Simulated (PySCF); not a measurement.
Potential energy curve for AlH, singlet.

- UMP2 = PySCF with MP2 on UHF/cc-pVDZ, 5 core orbitals frozen
- RKS-wB97X-V = restricted wB97X-V/cc-pVDZ (PySCF)
- UKS-wB97X-V = unrestricted wB97X-V/cc-pVDZ (PySCF)
- UCCSD(T) = PySCF with CCSD(T) on UHF/cc-pVDZ, 5 core orbitals frozen

Energies relative to the lowest point of each curve near equilibrium, in eV:

```csv
R / Å,UMP2,RKS-wB97X-V,UKS-wB97X-V
1.24,1.700,1.666,1.666
1.56,0.077,0.069,0.069
1.73,0.008,0.015,0.015
1.82,0.073,0.091,0.091
2.27,0.891,0.917,0.917
2.47,1.464,1.358,1.358
3.01,2.354,2.477,2.417
3.32,2.532,3.030,2.746
3.68,2.628,3.584,2.950
4.51,2.692,4.556,3.087
4.94,2.700,4.922,3.099
5.85,2.704,5.454,3.104
```

Q: Estimate the UCCSD(T) values at these points.

A: 1.24: 1.634; 1.56: 0.059; 1.73: 0.021; 1.82: 0.101; 2.27: 0.894; 2.47: 1.290; 3.01: 2.201; 3.32: 2.556; 3.68: 2.791; 4.51: 2.924; 4.94: 2.934; 5.85: 2.939 (eV).

The unrestricted determinant behind UMP2, UCCSD(T) is spin-contaminated at 1.24 to 1.92, 2.47 to 6.70 Å (<S²> up to 1.0, against 0.00 for a pure singlet). At the longest distance RKS-wB97X-V leaves fractional charges on the fragments, a sign of delocalisation error or of the restricted form. The restricted form behind RKS-wB97X-V keeps the bonding electrons paired and can't separate into open-shell fragments. The unrestricted determinant behind UKS-wB97X-V is spin-contaminated at 3.01 to 6.70 Å (<S²> up to 1.0, against 0.00 for a pure singlet).
